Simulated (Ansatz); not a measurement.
Geometry optimisation, Ansatz, RKS PBE/def2-mTZVP.

Input file:

```yaml
crystal:
  periodic: [false, false, false]
  atoms:
    - { symbol: O, position_ang: [2.0583, 0.6942, -1.0471] }
    - { symbol: C, position_ang: [1.0276, 0.0462, -0.4686] }
    - { symbol: "N", position_ang: [-0.1002, 0.6645, -0.2853] }
    - { symbol: Si, position_ang: [-1.2185, -0.2903, 0.4965] }
    - { symbol: Cl, position_ang: [-0.7809, -0.6851, 2.4257] }
    - { symbol: H, position_ang: [1.6672, 1.6507, -1.2222] }
    - { symbol: H, position_ang: [1.3603, -0.9839, -0.2278] }
    - { symbol: H, position_ang: [-2.5445, 0.442, 0.4739] }
    - { symbol: H, position_ang: [-1.3808, -1.5845, -0.1621] }
basis:
  gaussian: { orbitals: def2-mTZVP }
hamiltonian:
  xc: pbe
relax:
  f_tol: 0.02
  max_steps: 50
```

Command:

```bash
$ ansatz run input.yaml --threads 2 --pin off --max-ram 3072MiB --backend cpu --events-out ev --progress --plain --runs-dir out
```

Task: Where does it end, and by what steps?

Result: The run converged. The force dipped under the threshold on the way, but the program's further checks kept it going. After 17 steps the energy has fallen by 0.407 eV; H7 moved furthest, 0.74 Å.

```tsv
step	energy less start (eV)	largest force component (eV/Å)	accepted
0	0.0000	3.135	yes
1	-0.2962	1.277	yes
2	-0.3586	0.443	yes
3	-0.3656	0.237	yes
4	-0.3826	0.201	yes
5	-0.3864	0.129	yes
6	-0.3904	0.070	yes
7	-0.3902	0.526	no
8	-0.3948	0.050	yes
9	-0.3981	0.226	yes
10	-0.4001	0.259	yes
11	-0.4020	0.243	yes
12	-0.3993	0.588	no
13	-0.4057	0.085	yes
14	-0.4064	0.060	yes
15	-0.4071	0.015	yes
16	-0.4072	0.050	yes
17	-0.4072	0.010	yes
```

```xyz
9
Properties=species:S:1:pos:R:3
O 2.067 0.791 -1.158
C 1.038 0.061 -0.678
N 0.073 0.570 -0.026
Si -1.256 -0.350 0.609
Cl -1.143 -0.392 2.688
H 1.893 1.721 -0.886
H 1.185 -0.999 -0.950
H -2.528 0.327 0.245
H -1.241 -1.774 0.139
```

Run time: 23 s on 2 threads of Intel(R) Xeon(R) 6975P-C (Granite Rapids), on a shared host, peak memory 0.19 GiB.
